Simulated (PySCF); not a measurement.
**Steps of a relaxation of [CeI2]+**

[CeI2]+ (singlet in the valence; each metal's 4f electrons, 1 of them, lie in its core potential, out of spins and levels). PySCF 2.14.0, RKS PBE0, Ce lcecp-1-SVP with ECP47, I def2-SVP with ECP28; non-relativistic Hamiltonian with scalar-relativistic core potentials where named; density fitting; no spin-orbit coupling. Origin of the start: template. Columns: position (Å) and force (eV/Å). Energies are counted from the last step; some of the 7 steps are shown. Forces carry noise of the integration grid, about 0.01 to 0.03 eV/Å.

Run from Python with OMP_NUM_THREADS=2. Where DIIS fails, smearing, a level shift and second-order steps follow.
It took 31 s on 2 threads of Intel(R) Xeon(R) Platinum 8488C (Sapphire Rapids), with other jobs on the host, from the converged density of the start.

```xyz
3
step 0  E = 0.415 eV
Ce    0.0000    0.0000   -0.8002     0.00    0.00    1.01
I     2.7737    0.0000    0.4411    -1.39    0.00   -0.50
I    -2.7737    0.0000    0.4411     1.39    0.00   -0.50
```

```xyz
3
step 2  E = 0.091 eV
Ce    0.0000    0.0000   -0.8162     0.00    0.00   -0.50
I     2.5395    0.0000    0.4491     0.12    0.00    0.25
I    -2.5395    0.0000    0.4491    -0.12    0.00    0.25
```

```xyz
3
step 4  E = 0.013 eV
Ce    0.0000    0.0000   -1.0621     0.00    0.00    0.25
I     2.3547    0.0000    0.5720    -0.24    0.00   -0.12
I    -2.3547    0.0000    0.5720     0.24    0.00   -0.12
```

Problem. Where does the relaxation end?

Solution. It converges at step 6 in C2v:
```xyz
3
step 6  E = 0
Ce    0.0000    0.0000   -1.1205
I     2.2566    0.0000    0.6012
I    -2.2566    0.0000    0.6012
```

Problem. How did the contacts change?

Solution. 
```
   contact  start (Å)  end (Å)
Ce1–I2 (I)      3.039    2.838
Ce1–I3 (I)      3.039    2.838
```


An lcecp potential fixes the number of 4f electrons, so in runs with it no electron can move into or out of that shell.
